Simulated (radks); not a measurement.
Spherical jellium clusters: N electrons in a uniform positive sphere of charge N and radius rs N^(1/3), rs = 2.68 bohr. Level of theory: non-relativistic Kohn-Sham, LDA (Slater exchange, Perdew-Wang correlation), spin-polarised, spherical densities (a radial shooting solver with Libxc functionals). Levels are named by radial order and angular momentum (1s, 1p, 1d, 2s, ...), and open shells are averaged over m. Each electron was tried in the lowest free levels, single moves between levels near the top were tried too, and the lowest total energy was kept; such a search can miss a lower state. Energies include the self-energy of the background; IP and EA are vertical (highest electron removed, lowest free level filled), at fixed background; spill-out counts the electrons outside the background radius R, and alpha is the static dipole polarisability from linear response (closed shells only). A dash means not computed or, for alpha, an open shell; in EA it means that no bound solution was reached, which is typical of self-interaction and does not show that the anion is unstable. Real open-shell clusters deform, which this model forbids.

N                         open shells  2S  E(N+1) + E(N-1) - 2E(N) (eV)  IP (eV)  EA (eV)  -e(HOMO) (eV)  spill-out (e)  alpha/R^3
1                    1s(up 1, down 0)   1                             -        -        -          3.794           0.53          -
2                                none   0                         2.045    7.095        -          4.327           0.75      2.085
3                    1p(up 1, down 0)   1                        -0.925    4.488        -          2.365           1.14          -
4                    1p(up 2, down 0)   2                        -0.793    5.452        -          3.210           1.39          -
5                    1p(up 3, down 0)   3                         0.339    6.044        -          3.792           1.56          -
6                    1p(up 3, down 1)   2                        -0.648    5.492        -          3.459           1.74          -
7                    1p(up 3, down 2)   1                        -0.492    6.019    2.050          3.964           1.88          -
8                                none   0                         2.372    6.378        -          4.336           2.00      1.720
9                    1d(up 1, down 0)   1                        -0.427    3.883        -          2.120           2.25          -
10                   1d(up 2, down 0)   2                        -0.394    4.349        -          2.576           2.44          -
11                   1d(up 3, down 0)   3                        -0.355    4.720        -          2.949           2.61          -
12                   1d(up 4, down 0)   4                        -0.316    5.024        -          3.260           2.75          -
13                   1d(up 5, down 0)   5                         0.396    5.277        -          3.525           2.87          -
14  1d(up 5, down 0) 2s(up 1, down 0)   6                        -0.177    4.815        -          3.203           3.16          -
15                   1d(up 5, down 2)   3                        -0.356    5.028    1.785          3.370           3.13          -
16                   1d(up 5, down 3)   2                        -0.250    5.267    2.034          3.617           3.24          -
17                   1d(up 5, down 4)   1                        -0.223    5.470    2.253          3.830           3.34          -
18                               none   0                         0.256    5.644    2.083          4.016           3.43      1.548
19                   2s(up 1, down 0)   1                         0.216    5.340    1.983          3.770           3.64          -
20                               none   0                         1.322    5.147        -          3.630           3.88      1.602
21                   1f(up 1, down 0)   1                        -0.227    3.873        -          2.385           4.02          -
22                   1f(up 2, down 0)   2                        -0.212    4.087        -          2.605           4.14          -
23                   1f(up 3, down 0)   3                        -0.198    4.278        -          2.803           4.26          -
24                   1f(up 4, down 0)   4                        -0.185    4.449    1.561          2.982           4.36          -
25                   1f(up 5, down 0)   5                        -0.173    4.604    1.729          3.144           4.46          -
26                   1f(up 6, down 0)   6                        -0.161    4.745    1.883          3.293           4.54          -
27                   1f(up 7, down 0)   7                         0.436    4.873    1.458          3.430           4.63          -
28                   1f(up 7, down 1)   6                        -0.174    4.404    1.637          3.002           4.72          -
29                   1f(up 7, down 2)   5                        -0.161    4.558    1.801          3.162           4.82          -
30                   1f(up 7, down 3)   4                        -0.150    4.698    1.952          3.308           4.90          -
31                   1f(up 7, down 4)   3                        -0.140    4.825    2.092          3.442           4.98          -
32                   1f(up 7, down 5)   2                        -0.131    4.942    2.221          3.565           5.06          -
33                   1f(up 7, down 6)   1                        -0.123    5.049    2.341          3.680           5.14          -
34                               none   0                         0.516    5.148    1.899          3.786           5.21      1.427
35                   2p(up 1, down 0)   1                        -0.071    4.609    2.036          3.304           5.42          -
36                   2p(up 2, down 0)   2                        -0.061    4.717    2.156          3.418           5.62          -
37                   2p(up 3, down 0)   3                         0.273    4.810    1.960          3.519           5.81          -
38                   2p(up 3, down 1)   2                        -0.069    4.567    2.097          3.314           6.03          -
39                   2p(up 3, down 2)   1                        -0.060    4.679    2.219          3.431           6.25          -
40                               none   0                         0.719    4.778    1.485          3.536           6.46      1.541
41                   1g(up 1, down 0)   1                             -    4.094    1.597          2.833           6.52          -

All shells are closed at N = 2, 8, 18, 20, 34, 40 (there: 1s2 1p6 1d10 2s2 1f14 2p6); the second difference of the energy has clear peaks (12 % above both neighbours; the first and last values, which can be the largest, are not judged, and half-filled shells can peak too) at N = 5, 8, 13, 18, 20, 27, 34, 37.
